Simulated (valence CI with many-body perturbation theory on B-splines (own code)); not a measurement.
# V XVII: electric-dipole lines

Method: valence CI with perturbative core correlation (CI+MBPT): five valence electrons over a frozen Dirac-Fock core [He], radial functions for each j: 11 s, 11 p, 10 d, 8 f, 5 g, 2 h, with the one-electron correlation potential Σ1, the two-electron term Σ2, the three-electron term Σ3, Breit, model QED; selected CI, second order for the rest, scaled by the run's own slope (own B-spline code, finite nucleus).

No measured levels were compared; by estimate levels of excited configurations hold to 0.05 to 0.15 % of their energy, terms of the ground configuration to about 0.5 %. Among the levels kept, up to 5400 cm⁻¹ of a level comes from second order outside the variational space, and about a tenth of that is noise between levels of different J, which matters for small intervals.

Lines 151 to 200 of 585 in falling wavelength, among levels below 826.46 eV, chosen from the strongest by gf and those to the six lowest levels. Wavelengths and rates use the calculated energies, so an error of 500 cm⁻¹ moves a line at 434.6 Å by 0.22 % and its rate by three times that or more. Electric multipoles are in the length gauge, E1 and E2 with the static RPA response of the core. Weak lines are less certain than strong ones. Lines between different terms over intervals too small for the method are left out, as are lines whose strength nearly cancels. The highest levels of a list are the least certain.

Names give the largest LS component (configuration and term), which can be under half, so a name can repeat, a term be missing and a line seem to break the LS rules; names also repeat where a configuration has a term twice. Letters in brackets count levels of one name in rising energy.

```csv
λ vac (Å),Upper,Lower,A (s⁻¹),S (a.u.) with core polarisation,S without
434.6,2s.2p3.3d 4D°_1/2 [a],2s.2p3.3p 4P_1/2 [a],2.67e+09,2.17e-01,2.17e-01
434.4,2s2.2p2.3d 4F_3/2,2s2.2p2.3p 4D°_1/2,2.02e+09,3.28e-01,3.28e-01
434.3,2s.2p3.3d 4D°_5/2 [b],2s.2p3.3p 4F_5/2,7.14e+08,1.73e-01,1.73e-01
433.8,2s.2p3.3d 2D°_5/2 [b],2s.2p3.3p 2D_5/2 [b],7.19e+08,1.74e-01,1.74e-01
432.6,2s.2p3.3d 2P°_3/2 [b],2s.2p3.3p 2S_1/2 [a],1.67e+09,2.67e-01,2.67e-01
432.5,2s2.2p2.3d 2D_3/2 [c],2s2.2p2.3p 2P°_1/2 [c],2.42e+09,3.87e-01,3.87e-01
432.4,2s.2p3.3d 4D°_5/2 [a],2s.2p3.3p 4P_3/2 [a],2.28e+09,5.46e-01,5.46e-01
431.1,2s.2p3.3p 2D_5/2 [b],2s.2p3.3s 4P°_5/2,5.49e+08,1.30e-01,1.30e-01
430.6,2s.2p3.3d 4D°_3/2 [a],2s.2p3.3p 4P_3/2 [a],1.75e+09,2.76e-01,2.76e-01
430.2,2s.2p3.3d 4D°_5/2 [a],2s.2p3.3p 4P_5/2 [a],9.23e+08,2.18e-01,2.18e-01
429.8,2s2.2p2.3p 2D°_5/2 [a],2s2.2p2.3s 4P_5/2,6.20e+08,1.46e-01,1.46e-01
426.9,2s2.2p2.3p 2P°_1/2 [b],2s2.2p2.3s 2D_3/2,2.26e+09,1.74e-01,1.74e-01
425.6,2s.2p3.3d 4D°_7/2 [a],2s.2p3.3p 4P_5/2 [a],3.21e+09,9.78e-01,9.78e-01
423.8,2s2.2p2.3d 2D_3/2 [a],2s2.2p2.3p 2P°_1/2 [a],1.31e+09,1.97e-01,1.97e-01
422.9,2s.2p3.3d 2D°_5/2 [b],2s.2p3.3p 2P_3/2 [b],2.15e+09,4.82e-01,4.82e-01
418.9,2s.2p3.3d 4D°_5/2 [c],2s.2p3.3p 4D_5/2 [b],6.30e+08,1.37e-01,1.37e-01
417.7,2s.2p3.3d 4D°_7/2 [b],2s.2p3.3p 4F_7/2,7.95e+08,2.29e-01,2.29e-01
414.5,2s.2p3.3d 2F°_7/2 [b],2s.2p3.3p 4P_5/2 [c],4.63e+08,1.30e-01,1.30e-01
412.4,2s2.2p2.3d 2P_3/2 [a],2s2.2p2.3p 2S°_1/2,1.35e+09,1.87e-01,1.87e-01
412.2,2s.2p3.3p 2P_1/2 [e],2s.2p3.3s 2P°_1/2 [b],3.64e+09,2.52e-01,2.52e-01
406.9,2s2.2p2.3d 2D_5/2 [c],2s2.2p2.3p 2D°_3/2 [b],5.78e+08,1.15e-01,1.15e-01
406.8,2s2.2p2.3d 2F_7/2 [b],2s2.2p2.3p 2F°_7/2,7.64e+08,2.03e-01,2.03e-01
404.5,2s.2p3.3p 4P_3/2 [b],2s.2p3.3s 4D°_5/2,2.43e+09,3.18e-01,3.18e-01
403.6,2s.2p3.3p 4P_3/2 [b],2s.2p3.3s 4D°_3/2,1.44e+09,1.87e-01,1.87e-01
401.9,2s2.2p2.3d 2D_5/2 [a],2s2.2p2.3p 2P°_3/2 [a],2.42e+09,4.66e-01,4.66e-01
401.7,2s2.2p2.3d 4P_5/2,2s2.2p2.3p 4P°_5/2,1.57e+09,3.01e-01,3.01e-01
401.3,2s.2p3.3d 4D°_3/2 [b],2s.2p3.3p 4D_3/2 [a],9.66e+08,1.23e-01,1.23e-01
399.9,2s.2p3.3p 4P_5/2 [b],2s.2p3.3s 4D°_7/2,3.55e+09,6.72e-01,6.72e-01
397.7,2s.2p3.3p 2P_3/2 [d],2s.2p3.3s 2S°_1/2,2.36e+09,2.93e-01,2.93e-01
394.5,2s.2p3.3p 4P_1/2 [b],2s.2p3.3s 4D°_1/2,2.70e+09,1.63e-01,1.64e-01
393.9,2s.2p3.3p 2P_1/2 [d],2s.2p3.3s 2S°_1/2,1.83e+09,1.11e-01,1.11e-01
392.3,2s.2p3.3p 4P_1/2 [b],2s.2p3.3s 4D°_3/2,2.50e+09,1.49e-01,1.49e-01
387.8,2s.2p3.3d 2P°_3/2 [a],2s.2p3.3p 2P_3/2 [a],1.31e+09,1.50e-01,1.50e-01
386.9,2s.2p3.3p 2P_1/2 [d],2s.2p3.3s 2D°_3/2 [b],3.17e+09,1.81e-01,1.82e-01
386.4,2s.2p3.3p 2P_3/2 [d],2s.2p3.3s 2D°_5/2 [b],1.46e+09,1.66e-01,1.66e-01
386.1,2s.2p3.3p 4P_5/2 [b],2s.2p3.3s 4D°_5/2,9.68e+08,1.65e-01,1.65e-01
381.8,2s.2p3.3d 2P°_1/2 [a],2s.2p3.3p 2P_1/2 [a],2.08e+09,1.14e-01,1.14e-01
381.7,2s.2p3.3d 2D°_5/2 [a],2s.2p3.3p 2P_3/2 [a],1.12e+09,1.84e-01,1.85e-01
371.9,2s2.2p2.3p 2P°_3/2 [b],2s2.2p2.3s 2D_3/2,3.18e+09,3.23e-01,3.23e-01
365.2,2s2.2p2.3p 2P°_3/2 [b],2s2.2p2.3s 2D_5/2,1.80e+09,1.73e-01,1.73e-01
363.4,2s2.2p2.3d 2D_5/2 [c],2s2.2p2.3p 2F°_5/2,1.13e+09,1.61e-01,1.61e-01
358.0,2s.2p3.3d 2F°_7/2 [a],2s.2p3.3p 2F_7/2 [a],1.68e+09,3.04e-01,3.04e-01
355.8,2s.2p3.3d 2P°_3/2 [b],2s.2p3.3p 2P_3/2 [b],1.60e+09,1.42e-01,1.42e-01
352.9,2s.2p3.3d 2F°_5/2 [a],2s.2p3.3p 2F_5/2 [a],9.64e+08,1.25e-01,1.25e-01
351.7,2s.2p3.3d 2D°_3/2 [a],2s.2p3.3p 2P_1/2 [a],1.67e+09,1.43e-01,1.43e-01
336.2,2s2.2p2.3p 2D°_5/2 [b],2s2.2p2.3s 2P_3/2,2.14e+09,2.40e-01,2.40e-01
327.5,2s.2p3.3p 2P_3/2 [f],2s.2p3.3s 2S°_1/2,1.57e+09,1.09e-01,1.09e-01
313.0,2s2.2p2.3p 2D°_3/2 [b],2s2.2p2.3s 2P_1/2,2.11e+09,1.28e-01,1.28e-01
294.4,2s.2p3.3p 4P_5/2 [a],2s2.2p2.3p 4S°_3/2,1.50e+09,1.13e-01,1.14e-01
233.4,2s.2p3.3p 4P_5/2 [b],2s.2p3.3s 4S°_3/2 [a],2.45e+09,9.22e-02,9.23e-02
```
